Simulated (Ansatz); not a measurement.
Ansatz results at the PBE0-D4/def2-TZVP geometry: ideal-gas entropy at 298 K and 1 bar (rigid rotor, harmonic PBE0-D4/def2-TZVP) 348 J/(mol·K); zero-point energy (PBE0-D4/def2-TZVP) 217.4 kJ/mol; size of the dipole moment (B3LYP/def2-TZVPP) 1.91 D.

(1) Which molecule gave them?
A. `CS[Si](F)Cl`•
B. `F[C](F)F`•
C. `[CH2]OC=C`•
D. `C[SiH](C)[S]`•

## Answers

(1) D. The others give `F[C](F)F`•: 264, 32.4, 0.24; `[CH2]OC=C`•: 299, 184.8, 1.02; `CS[Si](F)Cl`•: 372, 115.5, 1.42.

B3LYP here is the variant with VWN-RPA as its local correlation; programs differ in this.
